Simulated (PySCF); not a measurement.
Correlation energy of Ru (ruthenium, neutral)

[Kr] 4d6 5s1 5p1, one real determinant (an excited configuration). Computed with PySCF 2.14 in def2-TZVPPD with the def2 core potential (28 electrons), with scalar relativity through the core potential. Frozen: 4s2 4p6; 8 electrons correlated.

```csv
level,correlation energy (mhartree)
CCSD,-142.24
(T),-4.18
CCSD(T),-146.42
```

Diagnostics: T1 = 0.010, D1 = 0.0344, largest double amplitude 0.067.

The real determinant used has ⟨L²⟩ near 8 against 12 for a pure F term, so it mixes terms.

Cost of the coupled-cluster step: roughly 6 core-seconds, for 8 correlated electrons.

The reference is one real determinant that mixes LS terms of this configuration.
